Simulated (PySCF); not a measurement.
CH3Cl2NSi2, SMILES Cl[Si]1(Cl)N=C[SiH2]1. Coordinates come from a B3LYP-D3(BJ)/def2-SVP optimisation. The structure was generated by enumeration, and PubChem lists no compound with its InChIKey, so it may never have been made.

Computed equilibrium geometry at B3LYP-D3(BJ)/def2-SVP (PySCF confirms it by a frequency run) as a Z-matrix, and its point group:
point group Cs.
```
Si
N 1 1.7971
C 2 1.2909 1 101.57
H 3 1.1072 2 119.68 1 -180.00
Si 3 1.9406 4 129.56 2 -180.00
H 5 1.4923 3 115.78 4 -64.96
H 5 1.4923 6 109.35 3 -132.96
Cl 1 2.0656 2 111.61 3 -119.09
Cl 1 2.0656 2 111.61 3 119.09
```
